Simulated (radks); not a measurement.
Values are calculated unless marked as measured or tabulated.
Q: These are the eigenvalues of the occupied orbitals of an atom or ion with whole-number occupations (hartree). Code: a radial shooting solver on a logarithmic mesh with Libxc functionals. Model: Dirac Kohn-Sham, LDA (Slater exchange, VWN5 correlation), spin-unpolarised, spherical densities, point nucleus.

1s1/2: -1534.288
2s1/2: -247.1473
2p1/2: -233.7013
2p3/2: -216.0009
3s1/2: -53.65750
3p1/2: -47.92807
3p3/2: -44.42300
3d3/2: -34.39075
3d5/2: -33.63444
4s1/2: -11.01851
4p1/2: -8.87533
4p3/2: -8.11619
4d3/2: -4.59249
4d5/2: -4.45947
5s1/2: -1.90666
5p1/2: -1.33253
5p3/2: -1.22721
4f5/2: -0.52250

Which element is it, and in what charge state? The configuration may be excited. Open shells, if any, fill j = l - 1/2 first.

A: Z = 59, praseodymium, charge +2: Pr2+ in [Xe] 4f3. The list shows which subshells hold electrons but not how many an open one holds; the 1s level, -1534.3 hartree, gives Z - s = 55.4 by -(Z - s)^2/2, which with screening and relativity narrows Z to a few neighbours, and the depths of the outer levels then fix element, charge and occupations together.
